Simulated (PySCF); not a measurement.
**Electronic absorption of CH13NOSi4**

Compound: CH13NOSi4.
Numbering: `[CH3:1][NH:2][Si@H:3]([SiH3:4])[SiH2:5][O:6][SiH3:7]` (hydrogens: H8, H9, H10 on C1; H11 on N2; H12 on Si3; H13, H14, H15 on Si4; H16, H17 on Si5; H18, H19, H20 on Si7)

The calculation used TDDFT CAM-B3LYP/def2-SVPD, vertical, gas phase, core orbitals frozen in the response in PySCF. The structure is a single PBE0-D3(BJ)/def2-SVP conformer in the gas phase; no vibrational or solvent corrections. Torsions of this conformer, `[CH3:1][NH:2][Si@H:3]([SiH3:4])[SiH2:5][O:6][SiH3:7]`: C1–N2–Si3–Si4 62°, N2–Si3–Si5–O6 70°, Si3–Si5–O6–Si7 -99°.

Question: List the vertical singlet excitations with oscillator strengths and describe the spectrum.

Answer: 

```tsv
state	E (eV)	E (hartree)	f	|μ| (D)	main configurations (H = HOMO, L = LUMO)
S1	4.98	0.1831	0.0072	0.62	H→L+1 (50%), H→L (44%)
S2	5.29	0.1943	0.043	1.46	H→L (46%), H→L+1 (44%)
S3	6.19	0.2274	0.021	0.94	H→L+4 (37%), H→L+2 (22%), H→L+3 (12%)
S4	6.20	0.2280	0.030	1.12	H→L+3 (58%), H→L+2 (27%)
S5	6.56	0.2411	0.094	1.94	H→L+4 (33%), H→L+6 (15%), H→L+2 (10%)
S6	6.67	0.2453	0.028	1.06	H→L+5 (22%), H→L+6 (17%), H→L+2 (15%)
S7	6.87	0.2526	0.028	1.04	H→L+5 (19%), H→L+8 (14%), H→L+9 (14%)
S8	7.02	0.2580	0.053	1.40	H-1→L (43%), H→L+11 (11%)
S9	7.06	0.2593	0.0080	0.55	H→L+9 (28%), H-1→L+1 (17%), H-2→L (16%)
S10	7.12	0.2615	0.018	0.81	H→L+9 (29%), H-2→L (23%)
```

Triplets (Tamm–Dancoff): T1 4.55 eV, H→L (47%), H→L+1 (42%); T2 4.81 eV, H→L+1 (48%), H→L (34%); T3 5.73 eV, H→L+3 (54%), H→L+4 (10%), H→L+5 (9%); T4 5.95 eV, H→L+2 (27%), H→L+4 (16%), H-1→L+1 (14%).

The lowest singlet lies at 4.98 eV (249 nm, ultraviolet) and is weak; its leading configuration is HOMO→LUMO+1 (50%). The strongest level in the table is S5 at 6.56 eV (189 nm, f = 0.094). Löwdin shares by element: HOMO silicon 37% or more, nitrogen 36% (atoms not listed hold the other 27%); LUMO silicon 46% or more, oxygen 9% (atoms not listed hold the other 45%). Of the 10 states listed, 8 reach f = 0.01 and none stays under 0.0005. Weighted by f, the mean energy of these states is 6.46 eV. The oscillator strengths of these states sum to 0.328; summed over the whole spectrum of an exact calculation they would give the number of electrons, 90 (Thomas–Reiche–Kuhn). All these states lie below the vertical ionisation energy of 8.21 eV (ΔSCF). Singlets were solved by full linear response, triplets in the Tamm–Dancoff approximation.

On Intel Xeon at 2.70 GHz, one thread (shared host), this took 4.3 min wall and 1.3 GiB of memory at its peak.

Without π bonds the low states are Rydberg-like; a valence basis with one diffuse set may place them up to an eV too high.
